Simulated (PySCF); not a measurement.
# `C[Si@@H]1CCCO[SiH2]1`, C4H12OSi2

Cartesian coordinates in Å; atom numbers follow the order of the lines, from 1:
```xyz
19

C    -2.510    0.071    0.653
Si   -1.104    0.526   -0.553
C    -0.090   -1.069   -0.923
C     1.024   -1.318    0.095
C     2.113   -0.242    0.095
O     1.729    0.945    0.723
Si    0.510    1.942    0.302
H    -3.137   -0.722    0.254
H    -2.125   -0.265    1.612
H    -3.150    0.928    0.841
H    -1.733    0.921   -1.831
H     0.361   -0.998   -1.916
H    -0.739   -1.947   -0.943
H     1.510   -2.274   -0.120
H     0.606   -1.377    1.103
H     2.986   -0.610    0.648
H     2.426   -0.035   -0.936
H     0.999    2.914   -0.693
H     0.315    2.620    1.580
```

The calculation used GIAO KT3/pcSseg-1 magnetisability, rotational g tensor and spin-rotation constants, non-relativistic, gas phase in PySCF 2.14.0. Geometry: GFN2-xTB.

Question: How diamagnetic is it, and how anisotropic?

Answer: Isotropic -1348 × 10⁻³⁰ J/T², or -81.2 × 10⁻⁶ cm³/mol; principal values -1495, -1339, -1211 × 10⁻³⁰ J/T², anisotropy 246 × 10⁻³⁰ J/T² (root of half the summed squared differences of the principal values). The susceptibility is in cgs units.

Question: Split it along the inertial axes a, b, c into diamagnetic and paramagnetic parts about the centre of mass, with the quadrupole moment.

Answer: 
```tsv
axis	χ (10⁻⁶ cm³/mol)	diamagnetic (10⁻⁶ cm³/mol)	paramagnetic (10⁻⁶ cm³/mol)	summed x² of all electrons (Å²)	quadrupole Θ (D Å)
a	-83.9	-681.8	598.0	174.8	-1.10
b	-85.4	-921.5	836.2	118.3	+2.49
c	-74.3	-1243.4	1169.1	42.4	-1.40
```
Anisotropies 2χaa − χbb − χcc = -8.0 and 2χbb − χaa − χcc = -12.6 × 10⁻⁶ cm³/mol. Θ is traceless in Buckingham's convention.

Question: And the rotational g tensor?

Answer: 
| axis | rotational constant (GHz) | g | nuclear part | electronic part |
| --- | --- | --- | --- | --- |
| a | 2.2854 | -0.0237 | 0.6183 | -0.6420 |
| b | 1.5733 | -0.0168 | 0.6013 | -0.6180 |
| c | 1.1046 | -0.0163 | 0.5904 | -0.6067 |

Asymmetric top; isotopes 12C, 1H, 16O, 28Si; no vibrational averaging.
